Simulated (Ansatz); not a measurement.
Cd₂Se₃⁻, 5 atoms. Hardware: 4 threads of Arm Neoverse V2 on a shared host.

In the def2 sets Cd takes a core potential; there is no spin–orbit coupling. Correlated methods freeze 27 core orbitals; core or outer-core shells of Cd, Se are correlated, in sets that lack core-valence functions.

How many basis functions does each of these Ansatz runs have, and roughly what does it cost? MP2/def2-TZVPD, charge -1 doublet, energy, from earlier orbitals; PBE-D4/def2-SVP, charge -1 doublet, energy with a search over starts; BLYP-D4/def2-TZVPD, charge -1 doublet, energy, from earlier orbitals; HF/def2-TZVPD, charge -1 doublet, energy, from earlier orbitals; r2SCAN-D4/def2-SVPD, charge -1 doublet, relaxation, 13 steps; RPA@PBE/def2-TZVPD, charge -1 doublet, energy, from earlier orbitals; HF/STO-3G, charge -1 doublet, energy; PBE-D4/def2-TZVPD, charge -1 doublet, energy and forces, from earlier orbitals; PBE0-D4/def2-TZVPD, charge -1 doublet, energy, from earlier orbitals; r2SCAN-D4/def2-TZVPD, charge -1 doublet, energy, from earlier orbitals.

Other jobs shared the machine, so times can vary by a factor of up to 3. A dash marks memory too small to be measured apart from the calling script's.

| run | functions | fitting or Cholesky vectors | wall time | peak host memory (GiB) |
| --- | --- | --- | --- | --- |
| HF/STO-3G, charge -1 doublet, energy | 108 | 1265 | 3.6 s | 0.81 |
| PBE-D4/def2-TZVPD, charge -1 doublet, energy and forces, from earlier orbitals | 251 | 2007 | 11 s | 0.6 |
| BLYP-D4/def2-TZVPD, charge -1 doublet, energy, from earlier orbitals | 251 | 2007 | 12 s | 0.6 |
| PBE-D4/def2-SVP, charge -1 doublet, energy with a search over starts | 158 | 1654 | 13 s | – |
| HF/def2-TZVPD, charge -1 doublet, energy, from earlier orbitals | 251 | 1837 | 19 s | 1.4 |
| r2SCAN-D4/def2-TZVPD, charge -1 doublet, energy, from earlier orbitals | 251 | 2007 | 20 s | 0.72 |
| PBE0-D4/def2-TZVPD, charge -1 doublet, energy, from earlier orbitals | 251 | 1837 | 21 s | 1.3 |
| RPA@PBE/def2-TZVPD, charge -1 doublet, energy, from earlier orbitals | 251 | 1837 | 22 s | 1.1 |
| MP2/def2-TZVPD, charge -1 doublet, energy, from earlier orbitals | 251 | 1837 | 27 s | 1.4 |
| r2SCAN-D4/def2-SVPD, charge -1 doublet, relaxation, 13 steps | 191 | 1977 | 2 min | – |
